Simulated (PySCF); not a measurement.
B3LYP on C⁻ (carbon, charge -1), [He] 2s2 2p3, high-spin 4S determinant. Calculation: PySCF 2.14, in aug-cc-pVTZ with one added diffuse shell each of s, p, d, f type (6s5p4d3f, 62 functions); no relativity, point nucleus.

```
cycle= 1 E= -37.9098107461443  delta_E= -0.00613  |g|= 0.0213  |ddm|= 0.297
cycle= 2 E= -37.9089573640549  delta_E= 0.000853  |g|= 0.0382  |ddm|= 0.131
cycle= 3 E= -37.9102340542639  delta_E= -0.00128  |g|= 0.000427  |ddm|= 0.0891
cycle= 4 E= -37.910234573065  delta_E= -5.19e-07  |g|= 0.000516  |ddm|= 0.00491
cycle= 5 E= -37.9102348283864  delta_E= -2.55e-07  |g|= 2.68e-05  |ddm|= 0.00122
cycle= 6 E= -37.9102348295407  delta_E= -1.15e-09  |g|= 4.25e-06  |ddm|= 0.000213
cycle= 7 E= -37.9102348295616  delta_E= -2.09e-11  |g|= 3.67e-07  |ddm|= 1.46e-05
converged SCF energy = -37.9102348295616  <S^2> = 3.7538932  2S+1 = 4.0019461
```

Highest occupied orbital energy: 0.989 eV; ⟨L²⟩ = 0.00; populations by l: s 4.00, p 3.00, d 0.00, f 0.00.

(1) Can this result be used?

Results:

(1) With care. The run converged. At B3LYP the highest occupied level has a positive energy, so only the finite basis holds that electron; in a semilocal or global hybrid functional this comes from self-interaction and does not mean that the real anion is unbound.
